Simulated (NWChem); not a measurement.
System: C2H3ClF2; SMILES FC(F)CCl

The following NWChem deck was run.

```
start job
memory heap 200 mb stack 900 mb global 1100 mb
geometry units angstroms noautosym nocenter noautoz
  F     -1.310167    -1.029876     0.074479
  C     -0.015226    -0.862523    -0.308311
  F      0.678185    -1.998714     0.015880
  C      0.619180     0.298127     0.441997
  Cl    -0.131668     1.855894    -0.015181
  H      0.014404    -0.724361    -1.413871
  H      0.487146     0.138169     1.529801
  H      1.699194     0.342906     0.205728
end
basis spherical
  F library 6-31g*
  C library 6-31g*
  Cl library 6-31g*
  H library 6-31g*
end
dft
  xc b3lyp
  iterations 150
end
cosmo
  dielec 2.4
end
task dft energy
```

Excerpt of the output:

```
             Northwest Computational Chemistry Package (NWChem) 7.3.0
             --------------------------------------------------------

                             Geometry "geometry" -> ""
                             -------------------------

 Output coordinates in angstroms (scale by  1.889725989 to convert to a.u.)

  No.       Tag          Charge          X              Y              Z
 ---- ---------------- ---------- -------------- -------------- --------------
    1 F                    9.0000    -1.31016700    -1.02987600     0.07447900
    2 C                    6.0000    -0.01522600    -0.86252300    -0.30831100
    3 F                    9.0000     0.67818500    -1.99871400     0.01588000
    4 C                    6.0000     0.61918000     0.29812700     0.44199700
    5 Cl                  17.0000    -0.13166800     1.85589400    -0.01518100
    6 H                    1.0000     0.01440400    -0.72436100    -1.41387100
    7 H                    1.0000     0.48714600     0.13816900     1.52980100
    8 H                    1.0000     1.69919400     0.34290600     0.20572800

 Effective nuclear repulsion energy (a.u.)     230.3569784072

                                 NWChem DFT Module
                                 -----------------

 Summary of "ao basis" -> "ao basis" (spherical)
 ------------------------------------------------------------------------------
       Tag                 Description            Shells   Functions and Types
 ---------------- ------------------------------  ------  ---------------------
 F                           6-31g*                  6       14   3s2p1d
 C                           6-31g*                  6       14   3s2p1d
 Cl                          6-31g*                  8       18   4s3p1d
 H                           6-31g*                  2        2   2s

 in cosmo_initialize ...

 solvent parameters
 solvname_short: unkn
 solvname_long:  unknown
 dielec:        2.4000

          ---------------
          -cosmo- solvent
          ---------------
 Cosmo: York-Karplus, doi: 10.1021/jp992097l
 dielectric constant -eps-     =   2.40
 screen = (eps-1)/(eps    )    =   0.58333
 surface charge correction     = lagrangian

   van der Waals surface
 --------------------------

 ---------- ATOMIC COORDINATES (A.U.) ------------ VDWR(ANG.) --
     1   -2.47585663   -1.94618344    0.14074490     1.720
     2   -0.02877297   -1.62993213   -0.58262331     2.000
     3    1.28158382   -3.77702179    0.03000885     1.720
     4    1.17008054    0.56337834    0.83525322     2.000
     5   -0.24881644    3.50713112   -0.02868793     2.050
     6    0.02721961   -1.36884381   -2.67182877     1.300
     7    0.92057246    0.26110155    2.89090471     1.300
     8    3.21101106    0.64799838    0.38876955     1.300
 number of segments per atom =         32
 number of   points per atom =         32
 atom (   nspa,  nppa )
 ----------------------
    1 (     20,     0 )       0
    2 (     10,     0 )       0
    3 (     23,     0 )       0
    4 (      9,     0 )       0
    5 (     24,     0 )       0
    6 (     16,     0 )       0
    7 (     16,     0 )       0
    8 (     15,     0 )       0
 number of -cosmo- surface points =      133
 molecular surface =    109.145 angstrom**2
 molecular volume  =     95.486 angstrom**3
 G(cav/disp)       =      1.406 kcal/mol
 -lineq- algorithm             =   0
 -bem- low  level              =   2
 -bem- from -octahedral-
 gaussian surface charge width =   4.50000
 degree of switching           =   1.00000
 switching function tolerance  =   0.00010
 atomic radii =
 --------------
    1  9.000  1.720
    2  6.000  2.000
    3  9.000  1.720
    4  6.000  2.000
    5 17.000  2.050
    6  1.000  1.300
    7  1.000  1.300
    8  1.000  1.300
 ...... end of -cosmo- initialization ......

            General Information
            -------------------
          SCF calculation type: DFT
          Wavefunction type:  closed shell.
          No. of atoms     :     8
          No. of electrons :    50
           Alpha electrons :    25
            Beta electrons :    25
          Charge           :     0
          Spin multiplicity:     1
          Use of symmetry is: off; symmetry adaption is: off
          Maximum number of iterations: 150
          AO basis - number of functions:    80
                     number of shells:    38
          Convergence on energy requested:  1.00D-06
          Convergence on density requested:  1.00D-05
          Convergence on gradient requested:  5.00D-04

              XC Information
              --------------
                         B3LYP Method XC Potential
                     Hartree-Fock (Exact) Exchange  0.200
                        Slater Exchange Functional  0.800 local
                    Becke 1988 Exchange Functional  0.720 non-local
              Lee-Yang-Parr Correlation Functional  0.810
                  VWN I RPA Correlation Functional  0.190 local

             Grid Information
             ----------------
          Grid used for XC integration:  medium
          Radial quadrature: Mura-Knowles
          Angular quadrature: Lebedev.
          Tag              B.-S. Rad. Rad. Pts. Rad. Cut. Ang. Pts.
          ---              ---------- --------- --------- ---------
          F                   0.50       49          10.0       434
          C                   0.70       49           8.0       434
          Cl                  1.00       88           8.0       590
          H                   0.35       45           8.0       434
          Grid pruning is: on
          Number of quadrature shells:   419
          Spatial weights used:  Erf1

      Superposition of Atomic Density Guess
      -------------------------------------

 Sum of atomic energies:        -735.01045268

      Non-variational initial energy
      ------------------------------

 Total energy =    -736.642827
 1-e energy   =   -1475.023482
 2-e energy   =     508.023677
 HOMO         =      -0.340466
 LUMO         =       0.069039

   convergence    iter        energy       DeltaE   RMS-Dens  Diis-err
 ---------------- ----- ----------------- --------- --------- ---------
     COSMO gas phase
 d= 0,ls=0.0,diis     1   -737.7470461951 -9.68D+02  1.84D-02  1.20D+00
 d= 0,ls=0.0,diis     2   -737.6358870739  1.11D-01  1.07D-02  2.56D+00
 d= 0,ls=0.0,diis     3   -737.8808580386 -2.45D-01  1.45D-03  2.59D-02
 d= 0,ls=0.0,diis     4   -737.8824369094 -1.58D-03  6.29D-04  5.27D-03
 d= 0,ls=0.0,diis     5   -737.8829172206 -4.80D-04  1.13D-04  8.53D-05
  Resetting Diis
 d= 0,ls=0.0,diis     6   -737.8829260377 -8.82D-06  3.08D-05  1.20D-05
 d= 0,ls=0.0,diis     7   -737.8829271971 -1.16D-06  1.54D-05  9.54D-07
 d= 0,ls=0.0,diis     8   -737.8829271194  7.77D-08  8.81D-06  1.91D-06

   convergence    iter        energy       DeltaE   RMS-Dens  Diis-err
 ---------------- ----- ----------------- --------- --------- ---------
     COSMO solvation phase
 d= 0,ls=0.0,diis     1   -737.8862090196 -3.28D-03  1.05D-03  8.25D-04
 d= 0,ls=0.0,diis     2   -737.8864033658 -1.94D-04  2.50D-04  4.19D-04
 d= 0,ls=0.0,diis     3   -737.8864396845 -3.63D-05  6.97D-05  1.10D-04
 d= 0,ls=0.0,diis     4   -737.8864494663 -9.78D-06  1.98D-05  3.39D-06
 d= 0,ls=0.0,diis     5   -737.8864498280 -3.62D-07  5.26D-06  1.92D-07

         Total DFT energy =     -737.886449827984
      One electron energy =    -1476.838563518111
           Coulomb energy =      569.850369524591
    Exchange-Corr. energy =      -61.206431099813
 Nuclear repulsion energy =      230.356978407246

             COSMO energy =       -0.048803141898

 Numeric. integr. density =       49.999997607373

                                   COSMO solvation results
                                   -----------------------

                 gas phase energy =      -737.882927119364
                 sol phase energy =      -737.886449827984
 (electrostatic) solvation energy =         0.003522708620 (    2.21 kcal/mol)

                       DFT Final Molecular Orbital Analysis
                       ------------------------------------

 Vector   23  Occ=2.000000D+00  E=-3.562954D-01
              MO Center= -1.1D-01, -5.3D-01, -2.0D-01, r^2= 3.1D+00
   Bfn.  Coefficient  Atom+Function         Bfn.  Coefficient  Atom+Function
  ----- ------------  ---------------      ----- ------------  ---------------
    33      0.325105  3 F  pz                 5      0.321363  1 F  pz
    19     -0.252233  2 C  pz                37      0.231398  3 F  pz
     9      0.226184  1 F  pz                65      0.226539  5 Cl pz
    76      0.224179  6 H  s                 48     -0.217553  4 C  s
    75      0.208640  6 H  s                 63      0.201685  5 Cl px

 Vector   24  Occ=2.000000D+00  E=-3.131139D-01
              MO Center= -5.5D-02,  1.3D+00,  3.2D-02, r^2= 2.5D+00
   Bfn.  Coefficient  Atom+Function         Bfn.  Coefficient  Atom+Function
  ----- ------------  ---------------      ----- ------------  ---------------
    65      0.584339  5 Cl pz                69      0.328786  5 Cl pz
    64      0.254061  5 Cl py                61     -0.227737  5 Cl pz
    47     -0.160218  4 C  pz                68      0.155951  5 Cl py
    63      0.136582  5 Cl px                78     -0.134057  7 H  s
    18      0.124093  2 C  py                19      0.120390  2 C  pz

 Vector   25  Occ=2.000000D+00  E=-3.125398D-01
              MO Center= -2.8D-04,  1.6D+00,  3.9D-02, r^2= 1.9D+00
   Bfn.  Coefficient  Atom+Function         Bfn.  Coefficient  Atom+Function
  ----- ------------  ---------------      ----- ------------  ---------------
    63      0.597322  5 Cl px                67      0.335929  5 Cl px
    65     -0.274832  5 Cl pz                59     -0.232768  5 Cl px
    64      0.212319  5 Cl py                69     -0.156780  5 Cl pz
    80     -0.150612  8 H  s                 45     -0.144700  4 C  px
    79     -0.127383  8 H  s                 68      0.123575  5 Cl py

 Vector   26  Occ=0.000000D+00  E= 1.355925D-02
              MO Center=  1.9D-01,  1.0D+00,  1.4D-01, r^2= 2.9D+00
   Bfn.  Coefficient  Atom+Function         Bfn.  Coefficient  Atom+Function
  ----- ------------  ---------------      ----- ------------  ---------------
    48      0.930506  4 C  s                 68      0.736920  5 Cl py
    50      0.678524  4 C  py                66     -0.608043  5 Cl s
    64      0.398462  5 Cl py                46      0.388889  4 C  py
    67     -0.355086  5 Cl px                49     -0.233566  4 C  px
    62     -0.228367  5 Cl s                 69     -0.219390  5 Cl pz

 Vector   27  Occ=0.000000D+00  E= 1.025332D-01
              MO Center=  1.1D+00,  6.0D-02, -6.0D-03, r^2= 3.3D+00
   Bfn.  Coefficient  Atom+Function         Bfn.  Coefficient  Atom+Function
  ----- ------------  ---------------      ----- ------------  ---------------
    80      1.516682  8 H  s                 48     -1.294503  4 C  s
    49     -0.687853  4 C  px                76      0.599275  6 H  s
    78      0.370088  7 H  s                 20     -0.347460  2 C  s
    21     -0.329883  2 C  px                23      0.320752  2 C  pz
    45     -0.267212  4 C  px                17     -0.249599  2 C  px

 Vector   28  Occ=0.000000D+00  E= 1.096626D-01
              MO Center=  2.9D-01, -1.4D-01,  8.4D-01, r^2= 3.6D+00
   Bfn.  Coefficient  Atom+Function         Bfn.  Coefficient  Atom+Function
  ----- ------------  ---------------      ----- ------------  ---------------
    78      1.651033  7 H  s                 48     -1.437060  4 C  s
    51     -0.706681  4 C  pz                76     -0.679259  6 H  s
    20      0.482346  2 C  s                 22      0.393749  2 C  py
    50      0.262633  4 C  py                47     -0.245930  4 C  pz
    21      0.242336  2 C  px                49      0.239606  4 C  px

     Multipole analysis of the density
     ---------------------------------

     L   x y z        total         alpha         beta         nuclear
     -   - - -        -----         -----         ----         -------
     0   0 0 0     -0.000000    -25.000000    -25.000000     50.000000

     1   1 0 0      0.641758      2.306722      2.306722     -3.971686
     1   0 1 0     -0.064964     -0.659140     -0.659140      1.253315
     1   0 0 1     -0.061410     -1.617062     -1.617062      3.172714

     2   2 0 0    -25.925379    -58.153518    -58.153518     90.381656
     2   1 1 0      0.231530      4.372376      4.372376     -8.513222
     2   1 0 1      0.414955     -3.358856     -3.358856      7.132667
     2   0 2 0    -29.858822   -210.823127   -210.823127    391.787433
     2   0 1 1      0.563447     -3.713033     -3.713033      7.989513
     2   0 0 2    -23.905542    -22.987824    -22.987824     22.070106
```

Level: B3LYP/6-31G* (spherical d), COSMO on the gas-phase geometry. The geometry was optimised at PBE-D3(BJ)/def2-SVP. COSMO prints the solvation energy as gas minus solution, so a positive value is a stabilisation.
